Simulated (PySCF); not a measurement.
Molecule: `C=C(C)C=C1C=C1`, C₇H₈.

Cartesian coordinates in Å; atom numbers follow the order of the lines, from 1:
```xyz
15

C    -1.816   -1.462   -0.538
C    -0.839   -0.719   -0.019
C    -0.482   -0.790    1.436
C    -0.074    0.199   -0.847
C     0.905    0.966   -0.402
C     1.941    1.961   -0.598
C     1.784    1.484    0.627
H    -2.072   -1.411   -1.583
H    -2.392   -2.146    0.062
H    -0.604    0.188    1.901
H     0.557   -1.093    1.554
H    -1.115   -1.505    1.955
H    -0.340    0.243   -1.895
H     2.455    2.612   -1.263
H     2.087    1.482    1.647
```

Frames of a GFN2-xTB Langevin trajectory at 200 K; GIAO PBE0/pcSseg-1 shieldings in PySCF, gas phase, non-relativistic; equivalent atoms averaged within each frame.

References, each an isolated molecule treated in the same way: TMS for ¹³C (σ = 186.93 ppm), ¹H (σ = 31.72 ppm). The references are static minima.

Task: How do the shifts (ppm) fluctuate along the trajectory?

Result: 
| time (fs) | C2 | C6 | C7 | C5 | C1 | C4 | C3 | H14 | H15 | H13 |
| --- | --- | --- | --- | --- | --- | --- | --- | --- | --- | --- |
| 250 | 151.5 | 144.2 | 139.8 | 117.5 | 116.7 | 91.3 | 24.0 | 8.63 | 8.50 | 5.58 |
| 425 | 154.0 | 143.2 | 145.7 | 117.9 | 114.0 | 88.6 | 26.6 | 8.08 | 8.47 | 5.28 |
| 625 | 153.4 | 149.0 | 148.8 | 116.4 | 110.2 | 89.4 | 22.7 | 8.72 | 8.97 | 5.42 |
| 800 | 147.3 | 141.1 | 148.1 | 122.7 | 112.9 | 92.2 | 23.6 | 8.06 | 8.64 | 6.16 |
| 1000 | 149.5 | 145.7 | 147.2 | 118.1 | 106.3 | 91.6 | 21.2 | 8.36 | 7.88 | 5.49 |
| mean of frames | 151.1 | 144.6 | 145.9 | 118.5 | 112.0 | 90.6 | 23.6 | 8.37 | 8.49 | 5.59 |
| standard deviation | 2.8 | 2.9 | 3.6 | 2.4 | 4.0 | 1.5 | 2.0 | 0.30 | 0.40 | 0.34 |

5 frames give an uncertainty of the mean of about the standard deviation over 2.2 at best, since frames this close in time may not be independent; classical motion lacks zero-point vibration, and the reference would need the same averaging.
